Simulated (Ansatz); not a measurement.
Tuning the range parameter of LC-ωPBE so that −HOMO meets the ionisation energy; basis def2-SVP, Ansatz. System: `Sc1sc(-c2sc(-c3sc(S)c4ccccc34)c3ccccc23)c2ccccc12`. Charge 0, multiplicity 1. Geometry: PBE-D4/def2-SVP. The ionised state is a doublet.

Geometry of the singlet:

```xyz
43

S    -3.2550    1.2013   -6.1481
C    -2.6044    1.3390   -4.5190
S    -2.0725   -0.0570   -3.6389
C    -1.5008    0.8690   -2.2814
C    -0.9073    0.2048   -1.1456
S     0.2416   -1.0768   -1.3905
C     0.4602   -1.3793    0.3076
C     1.3472   -2.4302    0.7443
S     1.3199   -3.9832   -0.0389
C     2.5651   -4.6471    0.9682
S     3.0769   -6.3210    0.7937
C     2.9958   -3.6980    1.9168
C     4.0010   -3.8643    2.9164
C     4.3386   -2.7915    3.7206
C     3.7077   -1.5184    3.5536
C     2.7188   -1.3275    2.6039
C     2.3183   -2.4216    1.7780
C    -0.3446   -0.4955    1.0684
C    -0.5255   -0.4818    2.4852
C    -1.4243    0.4064    3.0487
C    -2.1907    1.2956    2.2338
C    -2.0576    1.2950    0.8567
C    -1.1235    0.4074    0.2405
C    -1.7095    2.2530   -2.5114
C    -1.3126    3.3537   -1.6922
C    -1.5858    4.6456   -2.1082
C    -2.2516    4.8992   -3.3485
C    -2.6222    3.8609   -4.1829
C    -2.3484    2.5160   -3.7880
H    -4.5747    1.0275   -5.8185
H     4.1987   -6.1021    0.0371
H     4.4878   -4.8459    3.0198
H     5.1128   -2.9098    4.4940
H     4.0221   -0.6762    4.1884
H     2.2498   -0.3423    2.4697
H     0.0340   -1.1900    3.1122
H    -1.5699    0.4150    4.1395
H    -2.9138    1.9748    2.7103
H    -2.6761    1.9540    0.2316
H    -0.7822    3.1671   -0.7477
H    -1.2765    5.4959   -1.4816
H    -2.4553    5.9397   -3.6455
H    -3.1117    4.0388   -5.1522
```

Single mean-field runs in def2-SVP are fitted with def2-universal-jkfit. At LC-ωPBE (ω = 0.30 bohr⁻¹)/def2-SVP the charge 1 doublet is spin-contaminated (final ⟨S²⟩ up to 0.92, 0.75 for a pure state).

```
ω (1/bohr)  HOMO (eV)  LUMO (eV)  vertical IE (eV)  HOMO + IE (eV)
       0.1      -5.84      -1.81              6.22            0.39
      0.15      -6.26      -1.47              6.33            0.08
       0.2      -6.58      -1.24              6.43           -0.15
       0.3      -7.02      -1.03              6.57           -0.46
```

(1) Where does the tuning condition hold?

Answers

(1) Near ω = 0.17 bohr⁻¹, by linear interpolation.
